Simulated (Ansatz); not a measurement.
Two isomers of C2H9NSSi: A = `CC(S)N[SiH3]`, B = `C[SiH](N)CS`.

Computed with Ansatz on PBE0-D4/def2-TZVP structures; ΔE is electronic, products minus reactants. CCSD(T)/CBS is the MP2 limit (def2-TZVPP, def2-QZVPP) plus CCSD(T) − MP2 in def2-TZVPP, frozen cores. DFT in def2-TZVPP. B3LYP here is the variant with VWN-RPA as its local correlation; programs differ in this. Each species was taken in one conformer, which may not be the lowest.

**Question.** Which is lower in electronic energy at CCSD(T)/CBS, and by how much? (An estimate is asked.)

**Answer.** Ansatz gave: B, by 25.4 kcal/mol.

**Question.** Give E(B) − E(A) in kcal/mol with PBE-D4, CCSD/def2-TZVPP, MP2/def2-TZVPP, r2SCAN-D4, B3LYP, PBE0-D4, ωB97M-V. (An estimate is asked.)

**Answer.** The calculation gave: PBE-D4 -25.0, CCSD/def2-TZVPP -24.5, MP2/def2-TZVPP -25.4, r2SCAN-D4 -26.1, B3LYP -24.3, PBE0-D4 -25.7, ωB97M-V -26.3. None reverses the order clearly.

Largest T1 diagnostic: 0.011.

In def2-TZVPP, CCSD(T) changes the Hartree–Fock value by −1.6 kcal/mol (the triples alone add +0.1 kcal/mol) and MP2 by −2.6 kcal/mol.
